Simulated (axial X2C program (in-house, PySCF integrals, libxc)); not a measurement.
# Spin–orbit effects along a row: molecules with Si (ions), HF

All values come from calculations with an in-house relativistic program for diatomic molecules, spin-free (one-electron X2C) or two-component (2c: spin–orbit coupling with atomic mean-field Coulomb and Gaunt terms, which also bring small scalar terms), in Dyall basis sets with cores contracted in-house; open shells are unrestricted.

Basis sets: Be dyall-av3z, C dyall-av3z, F dyall-av3z, Li dyall-av3z, N dyall-av3z, Si dyall-av3z.

```tsv
molecule	spin-free state	Re (Å)	ωe (cm⁻¹)	De (eV)	2c state	Re 2c (Å)	ωe 2c (cm⁻¹)	De 2c (eV)
LiSi⁻	M_S = 2, Λ = 0	2.596	311.7	1.00	Ω = 2	2.597	311.6	1.00
BeSi⁻	M_S = 3/2, Λ = 0	2.156	546.0	1.09	Ω = 3/2	2.156	545.9	1.09
SiC⁻	M_S = 1/2, Λ = 0	1.760	766.8	2.89	Ω = 1/2	1.760	766.8	2.89
SiN⁻	M_S = 0, Λ = 0	1.557	1324.4	1.68	Ω = 0	1.557	1324.1	1.68
SiF⁻	M_S = 1, Λ = 0	1.672	703.8	3.44	Ω = 1	1.672	703.9	3.44
```

(1) Work out the shifts from the spin-free to the two-component result.

Fragments in 2c: Si- + Li, Si- + Be, Si- + C, Si- + N, Si + F-. Each entry is the lowest single determinant of a limited PBE0 search at one distance. De goes to single-determinant-based atoms at the same level (for ions the charge split of lowest energy) and is withheld (n/a) where an atom does not fit its ground term or J level. Main or longest-lived isotopes. One determinant is a doubtful description, or other states lie close, for LiSi⁻, BeSi⁻, SiC⁻, SiF⁻; these need not be ground states, and all values refer to the states named. Some open-shell Ω = 0 determinants are out of reach, so the Ω given for LiSi⁻, SiF⁻ need not be the lowest component. With several unpaired electrons the Ω given is that of one determinant, not necessarily of the lowest component. Some light 2c atoms are not at their ground J level, so De misses part of their lowering (0.04 eV or less).

## Answers

(1) 

```json
{"molecule": "LiSi⁻", "2c state": "Ω = 2", "ΔRe (Å)": "0.001", "Δωe (cm⁻¹)": "-0.1", "ΔDe (eV)": "0.00"}
{"molecule": "BeSi⁻", "2c state": "Ω = 3/2", "ΔRe (Å)": "0.000", "Δωe (cm⁻¹)": "-0.1", "ΔDe (eV)": "0.00"}
{"molecule": "SiC⁻", "2c state": "Ω = 1/2", "ΔRe (Å)": "0.000", "Δωe (cm⁻¹)": "0.0", "ΔDe (eV)": "0.00"}
{"molecule": "SiN⁻", "2c state": "Ω = 0", "ΔRe (Å)": "0.000", "Δωe (cm⁻¹)": "-0.3", "ΔDe (eV)": "0.00"}
{"molecule": "SiF⁻", "2c state": "Ω = 1", "ΔRe (Å)": "0.000", "Δωe (cm⁻¹)": "0.1", "ΔDe (eV)": "0.00"}
```

Shifts of one unit in the last digit are rounding.
